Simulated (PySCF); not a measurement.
**Telling isomers of C$_{4}$H$_{12}$O$_{2}$Si$_{3}$ apart by NMR**

Theoretical values (PySCF): coordinates at the GFN2-xTB level, σ from GIAO-PBE0/pcSseg-1. Single conformer, equivalent nuclei averaged, no relativistic terms, gas phase.

References, each an isolated molecule treated in the same way: TMS for ¹H (σref 31.72), ¹³C (σref 186.93). Where no couplings were computed, multiplicities follow the n + 1 count of equivalent neighbours, and m marks all less simple cases (inequivalent or close neighbours, rings, F or P nearby). Acid and N–H amide carbonyl carbons lie up to 10 ppm further downfield in solution (hydrogen bonding). Shifts are as computed. Against solution values, carbons near 30 ppm lie about +3 ppm off and those near 130 ppm about +5 ppm. Of 1309 compounds with measured shifts, 239 miss one by over three times the rms of a fit or turn the order of signals round; such compounds aren't used in these exercises. OH and NH positions are gas-phase values without hydrogen bonding to other molecules.

(1) Tabulate the signals of `O=C(O)[C@@H]([SiH3])[Si@@H]1C[C@H]1[SiH3]`, `C=C[SiH2]C([SiH3])([SiH3])C(=O)O`, `C/C(=C/C=O)[SiH2]O[SiH2][SiH3]` and their relative energies.

(2) What is the quickest way to tell O=C(O)[C@@H]([SiH3])[Si@@H]1C[C@H]1[SiH3] from C=C[SiH2]C([SiH3])([SiH3])C(=O)O?

(3) What is the quickest way to tell C=C[SiH2]C([SiH3])([SiH3])C(=O)O from C/C(=C/C=O)[SiH2]O[SiH2][SiH3]?

(4) What is the quickest way to tell O=C(O)[C@@H]([SiH3])[Si@@H]1C[C@H]1[SiH3] from C/C(=C/C=O)[SiH2]O[SiH2][SiH3]?

Answers

(1) 
```json
{"SMILES": "O=C(O)[C@@H]([SiH3])[Si@@H]1C[C@H]1[SiH3]", "carbon types": "1×C 2×CH 1×CH2", "δC": "177.7, 15.2, 1.2, -9.0", "δH": "5.86 (br s, 1H), 4.00 (d, 3H), 3.92 (d, 3H), 3.64 (m, 1H), 1.98 (m, 1H), 1.37 (m, 1H), 0.32 (m, 1H), 0.15 (m, 1H)", "E rel. (kcal/mol)": "32.9"}
{"SMILES": "C=C[SiH2]C([SiH3])([SiH3])C(=O)O", "carbon types": "2×C 1×CH 1×CH2", "δC": "183.5, 143.3, 141.4, 8.6", "δH": "6.49 (m, 1H), 6.39 (m, 1H), 6.29 (br s, 1H), 6.15 (m, 1H), 4.75 (d, 2H), 4.28 (s, 6H)", "E rel. (kcal/mol)": "29.9"}
{"SMILES": "C/C(=C/C=O)[SiH2]O[SiH2][SiH3]", "carbon types": "1×C 2×CH 1×CH3", "δC": "205.7, 194.9, 138.8, 28.7", "δH": "9.21 (d, 1H), 6.96 (d, 1H), 5.81 (q, 2H), 5.11 (s, 2H), 3.42 (t, 3H), 2.69 (s, 3H)", "E rel. (kcal/mol)": "0.0"}
```

Energies are electronic energies at PBE0/pcSseg-1 on these geometries, without zero-point or thermal terms, each for the one conformer computed, which needn't be the lowest.

(2) Both give the same number of carbon signals, but DEPT or the intensities differ. The first has an sp3 CH bonded to 2 Si, α to a carbonyl at 15.2 ppm, the second a terminal =CH2 carbon at 143.3 ppm. Their most deshielded carbons lie at 177.7 and 183.5 ppm. In the proton spectra the most deshielded non-exchanging signals are 4.00 (d, 3H) and 6.49 (m, 1H).

(3) Both give the same number of carbon signals, but DEPT or the intensities differ. The first has a terminal =CH2 carbon at 143.3 ppm, the second an allylic methyl carbon (CH3) at 28.7 ppm. Their most deshielded carbons lie at 183.5 and 205.7 ppm. In the proton spectra the most deshielded non-exchanging signals are 6.49 (m, 1H) and 9.21 (d, 1H).

(4) Both give the same number of carbon signals, but DEPT or the intensities differ. The first has an sp3 CH bonded to 2 Si, α to a carbonyl at 15.2 ppm, the second an aldehyde carbonyl carbon (CH) at 194.9 ppm. Their most deshielded carbons lie at 177.7 and 205.7 ppm. In the proton spectra the most deshielded non-exchanging signals are 4.00 (d, 3H) and 9.21 (d, 1H).
